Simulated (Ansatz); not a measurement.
System: C2H7Si (charge 0, doublet). It need not be the lowest isomer of its formula. SMILES: C[SiH]C
Geometry from a B3LYP-D3(BJ)/def2-TZVP (Ansatz, a program for electronic structure) optimisation:
```xyz
10

Si     0.0954     0.5837     0.0456
C     -1.6121    -0.2121     0.0226
C      1.4535    -0.6938    -0.2247
H      0.3109     1.2896     1.3419
H     -1.8059    -0.6978    -0.9355
H     -1.6892    -0.9719     0.8069
H     -2.3959     0.5276     0.1923
H      1.4169    -1.4600     0.5564
H      1.3376    -1.1917    -1.1891
H      2.4418    -0.2327    -0.1979
```
Charge 0, spin multiplicity 2.

Parts of the frozen-core correlation energy in cc-pV(D+d)Z (Ansatz, hartree). Frozen orbitals: 7; correlated occupied orbitals by spin: 10 and 9; virtual: 69 and 70. Open shells are spin-unrestricted. No spin-orbit coupling. No relativistic terms.

```json
[
 {"term": "reference (HF)", "value": "-368.72537"},
 {"term": "MP2 opposite-spin", "value": "[?]"},
 {"term": "MP2 same-spin", "value": "-0.08040"},
 {"term": "CCSD correlation", "value": "[?]"},
 {"term": "(T)", "value": "[?]"},
 {"term": "T1 diagnostic", "value": "0.010"},
 {"term": "largest doubles amplitude", "value": "0.023"},
 {"term": "<S^2> of the reference", "value": "0.753"}
]
```

Question: What belongs in the gaps?

Answer: 
- MP2 opposite-spin, value: -0.29974
- CCSD correlation, value: -0.43080
- (T), value: -0.01157
